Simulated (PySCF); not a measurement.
Several structures and their simulated spectra, in scrambled order.

A. `C#C/C=C(\O[SiH3])C(F)F`
B. SMILES FCOC1=C(F)C=C[SiH2]1
C. SMILES Clc1cc[n+]([O-])cc1

Spectrum 1. ¹³C{¹H} NMR (computed): δ 168.2 (C), 121.0 (CH), 95.5 (CH), 93.2 (CH), 82.3 (C).

Spectrum 2. ¹³C{¹H} NMR (computed): δ 144.9 (CH), 135.9 (C), 133.6 (CH).

Spectrum 3. ¹³C{¹H} NMR (computed): δ 155.4 (C), 154.7 (CH), 142.6 (C), 117.6 (CH), 108.0 (CH2).

[PySCF: coordinates at the GFN2-xTB level; PBE0/pcSseg-1 with gauge-including orbitals; gas phase; non-relativistic; a single conformation; rapidly exchanging positions averaged]

Chemical shifts δ = σref − σ; ¹³C against TMS, all at this level. Splittings of carbon signals by F and P are missing where no couplings were computed. Shifts are as computed. Against solution values, carbons near 30 ppm lie about +3 ppm off and those near 130 ppm about +5 ppm; carbons on Cl a further +6 ppm. Of 1211 compounds with measured shifts, 218 miss one by over three times the rms of a fit or turn the order of signals round; such compounds aren't used in these exercises. Carbons bonded to Cl come out too deshielded.

Question: Which spectrum belongs to which compound?

Answer: 1–A, 2–C, 3–B.

- Spectrum 1 (A): 5 ¹³C signals; δC 168.2 is an alkene carbon bearing oxygen; δC 121.0 is an allylic sp3 CH bonded to 2 F.
- Spectrum 2 (C): 3 ¹³C signals; δC 144.9 is an aromatic CH next to a ring nitrogen; δC 133.6 is an aromatic CH.
- Spectrum 3 (B): 5 ¹³C signals; δC 154.7 is an alkene CH; δC 142.6 is an alkene carbon bearing oxygen.
